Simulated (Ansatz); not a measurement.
Reactions of CH$_{5}$FSiZn (`[F][Zn][CH2][SiH3]`).

Program: Ansatz. Geometries: PBE0-D4/def2-TZVP. ΔE: electronic, gas phase. CCSD(T)/CBS adds triple-zeta CCSD(T) − MP2 to the extrapolated MP2 energy (def2 sets, frozen cores). This one scheme is used for every species. Elements past krypton have def2 core potentials. For Sn, Zn outer-core shells are correlated without core-valence functions, which leaves a few kJ/mol of doubt a bond. Scalar relativity is left out up to krypton. Each species was taken in one conformer, which may not be the lowest.

```tsv
reaction	MP2/CBS(def2) (kJ/mol)
`[F][Zn][CH2][SiH3]` + `[CH3][Al]([OH])[SiH3]` → `[CH3][Al]([SiH3])[O][SiH3]` + `[CH3][Zn][F]`	-103
`[F][Zn][CH2][SiH3]` + HCl → `[F][Zn][Cl]` + `C[SiH3]`	-117
`[F][Zn][CH2][SiH3]` + HCl → `[F][Zn][CH2]Cl` + SiH₄	92
`[F][Zn][CH2][SiH3]` + H₂O → `O[CH2][Zn][F]` + SiH₄	148
`[F][Zn][CH2][SiH3]` + `[NH2][SnH]([OH])[F]` → `[NH2][SnH]([F])[O][SiH3]` + `[CH3][Zn][F]`	-99
`[F][Zn][CH2][SiH3]` + CH₃OH → `C[O][Zn][F]` + `C[SiH3]`	-14
`[F][Zn][CH2][SiH3]` + `[OH][Al]([F])[SH]` → `[F][Al]([SH])[O][SiH3]` + `[CH3][Zn][F]`	-104
`[F][Zn][CH2][SiH3]` + CH₃SH → `C[S][Zn][F]` + `C[SiH3]`	-76
`[F][Zn][CH2][SiH3]` + `S[SiH2]S` → `[SiH3]S[SiH2]S` + `[CH3][Zn][F]`	-64
`[F][Zn][CH2][SiH3]` + `[OH][Al]([OH])[O][SiH3]` → `[OH][Al]([O][SiH3])[O][SiH3]` + `[CH3][Zn][F]`	-102
```

Give the CCSD(T)/CBS values in the same order. (An estimate is asked.)

The calculation gave: -103, -121, 87, 137, -98, -17, -104, -77, -59, -102 kJ/mol.

Largest T1 diagnostic: 0.017, for `C[O][Zn][F]`.
